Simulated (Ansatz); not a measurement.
Total energies of GaH₈NO₃Si, SMILES `[OH][Ga-]([OH])([OH])[NH2+][SiH3]`.

Z-matrix (Å, degrees):
```
Ga
O 1 1.816
O 1 1.814 2 117.9
O 1 1.805 2 115.4 3 -152.6
N 1 2.079 2 94.5 3 100.9
H 2 0.958 1 113.0 3 17.9
H 3 0.957 1 115.8 2 -103.7
H 4 0.958 1 113.0 2 156.9
Si 5 1.797 1 111.5 2 -2.7
H 5 1.016 1 106.7 2 120.8
H 5 1.017 1 105.2 2 -125.4
H 9 1.490 5 106.4 1 -179.4
H 9 1.473 5 108.4 1 63.4
H 9 1.474 5 108.3 1 -62.9
```

Charge 0, multiplicity 1. Correlated methods include outer-core shells of Ga, which these sets cover unevenly. Scalar relativity is left out up to krypton. Geometry: relaxed with PBE0-D4/def2-TZVP. It is one conformer, not always the lowest. Basis def2-TZVPP, Ansatz.

RPA on PBE orbitals: Hartree–Fock energy of these orbitals -2496.06613 Eh, correlation -2.06678 Eh (frozen core).

```json
{"functional": "LDA (SPW92)", "energy without D4 (Eh)": "-2493.57261", "D4 term (kJ/mol)": "–"}
{"functional": "PBE", "energy without D4 (Eh)": "-2499.10271", "D4 term (kJ/mol)": "-33.8"}
{"functional": "revPBE", "energy without D4 (Eh)": "-2499.55545", "D4 term (kJ/mol)": "-92.9"}
{"functional": "BLYP", "energy without D4 (Eh)": "-2499.86196", "D4 term (kJ/mol)": "-72.4"}
{"functional": "r2SCAN", "energy without D4 (Eh)": "-2499.68900", "D4 term (kJ/mol)": "-8.5"}
{"functional": "PBE0", "energy without D4 (Eh)": "-2499.17769", "D4 term (kJ/mol)": "-28.9"}
{"functional": "B3LYP", "energy without D4 (Eh)": "-2499.93999", "D4 term (kJ/mol)": "-54.4"}
{"functional": "r2SCAN0", "energy without D4 (Eh)": "-2499.61681", "D4 term (kJ/mol)": "-10.1"}
{"functional": "HSE06 (plane-wave form)", "energy without D4 (Eh)": "-2499.15733", "D4 term (kJ/mol)": "-27.1"}
{"functional": "BHLYP", "energy without D4 (Eh)": "-2499.69417", "D4 term (kJ/mol)": "-43.8"}
{"functional": "CAM-B3LYP", "energy without D4 (Eh)": "-2499.89840", "D4 term (kJ/mol)": "-29.6"}
{"functional": "ωB97X-V", "energy without D4 (Eh)": "-2499.54991", "D4 term (kJ/mol)": "–"}
{"functional": "ωB97M-V", "energy without D4 (Eh)": "-2499.64397", "D4 term (kJ/mol)": "–"}
{"functional": "PBE-QIDH", "energy without D4 (Eh)": "-2498.73318", "D4 term (kJ/mol)": "–"}
```

**Question.** Give the same for B97M-V, r2SCANh, LC-ωPBE, B2PLYP. (An estimate is asked.)

**Answer.** Ansatz gave: 
```csv
functional,energy without D4 (Eh),D4 term (kJ/mol)
B97M-V,-2499.33721,–
r2SCANh,-2499.65926,-9.1
LC-ωPBE,-2499.36831,–
B2PLYP,-2499.19518,–
```

B3LYP takes the VWN-RPA correlation (the form of Gaussian; ORCA's B3LYP/G). HSE06 is the plane-wave form, built on full-range PBE exchange. The double hybrids freeze the cores in their second-order part.

LC-ωPBE has ω = 0.4 bohr⁻¹.
